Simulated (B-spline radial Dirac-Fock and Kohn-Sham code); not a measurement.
# Isotope-shift constants of the inner levels of Br³⁺

System: Br³⁺, [Ar] 3d10 4s2 4p2.

Model: first-order field-shift and mass-shift constants from Dirac-Fock ground and hole states with a Fermi nucleus; the mass shift has no relativistic recoil terms. Program: a B-spline atomic structure program. A binding energy shifts by δE = F·δ⟨r²⟩ + (K_N + K_S)·δ(1/M); F is taken for a change of radius at fixed skin thickness and so holds the higher radial moments.

```
     level  F (meV/fm²)  K_N (meV u)  K_S (meV u)
    K (1s)       -13.34        -7436         3107
   L1 (2s)       -1.366        -1010       -208.3
L2 (2p1/2)       0.1008       -905.2         1064
L3 (2p3/2)       0.1110       -879.2        998.4
   M1 (3s)      -0.2149       -170.0       -82.95
M2 (3p1/2)      0.02239       -132.9        125.5
M3 (3p3/2)      0.02413       -129.1        109.6
M4 (3d3/2)      0.01889       -65.09        94.99
M5 (3d5/2)      0.01871       -64.50        93.67
```

Line shifts in meV from A = 79 (mass 78.9183 u, rms radius 4.1629 fm); radii from Angeli and Marinova (2013).

```
 A  mass (u)  radius (fm)  Kα1  Kα2  Kβ1  Lα1
81   80.9163       4.1599    ?    ?    ?    ?
```

Q: What are the shifts for A = 81?

A: Kα1 +1.73 meV (field +0.34, mass +1.39); Kα2 +1.74 meV (field +0.34, mass +1.40); Kβ1 +1.68 meV (field +0.33, mass +1.35); Lα1 -0.03 meV (field 0.00, mass -0.03).

Values without a named source are computed, but for edge energies of neutral atoms, which are taken from tables.
